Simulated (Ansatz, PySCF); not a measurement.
System: SiN$_{2}$H$_{4}$Cl, net charge 0, doublet state. SMILES: N[Si](N)Cl
Coordinates optimised at B3LYP-D3(BJ)/def2-TZVP (Ansatz, a first-principles code):
```xyz
8

N     -1.1522    -1.1475    -0.6682
Si     0.0434    -0.4737     0.3640
N      1.5387    -1.0877    -0.1891
Cl    -0.2446     1.6050     0.1904
H     -2.0534    -0.7032    -0.7529
H     -1.2144    -2.1498    -0.7668
H      2.3748    -1.0005     0.3652
H      1.7380    -1.1526    -1.1779
```
Charge 0, spin multiplicity 2.

Wanted: atomisation energy, in kcal/mol. Set-up: LANL2DZ with its own core potentials from Na on; no dispersion term unless named; 6-31G* and kin with 6d, 5d where marked; no spin-orbit coupling; valence correlation only; 6-311+G** with 5d, 6d on Na to Ar in Ansatz; atomisation electronic, to ground-state atoms; UHF or UKS for open shells; non-relativistic. CBS(X,Y): correlation extrapolated as X^-3; Hartree-Fock from the larger set. First-principles rows: single points at B3LYP-D3(BJ) geometries (Ansatz).

Coupled cluster (Ansatz) is a level with limits of its own, used here on species with T1 under 0.025 (0.045 for open shells) and stable references: CCSD(T)/CBS(aug-cc-pV(T+d)Z,aug-cc-pV(Q+d)Z).

Value to compare with, CCSD(T)/CBS(aug-cc-pV(T+d)Z,aug-cc-pV(Q+d)Z) (Ansatz): 641.5 kcal/mol.

```tsv
level	program	atomisation energy (kcal/mol)	difference
SVWN5/6-31G*	Ansatz	718.2	76.7
PBE/LANL2DZ	Ansatz	600.8	-40.7
PBE/6-311+G**	Ansatz	640.0	-1.5
BLYP/6-31G*	Ansatz	614.7	-26.8
BP86/6-31G* (5d)	PySCF	640.0	-1.5
B3LYP/6-31G*	Ansatz	613.8	-27.7
B3LYP/6-311+G**	Ansatz	624.0	-17.5
PBE0/6-31G*	Ansatz	615.1	-26.4
MP2/3-21G	Ansatz	483.7	-157.8
PBE/def2-TZVPD	Ansatz	651.4	9.9
r2SCAN-D4/def2-TZVPD	Ansatz + dftd4	640.2	-1.3
```

Among the 9 habitual levels, MP2/3-21G lies farthest from CCSD(T)/CBS(aug-cc-pV(T+d)Z,aug-cc-pV(Q+d)Z) (Ansatz) (-157.8 kcal/mol); 1 of 9 lie above it, and their mean absolute difference is 41.8 kcal/mol, the median 26.8. One case shows no general order.

The levels are drawn from those run, B3LYP/6-31G* more often than the rest, none by its result; left out are runs that failed, that the program found above a lower state of the same kind, or whose <S^2> lies over 0.5 above the pure value.
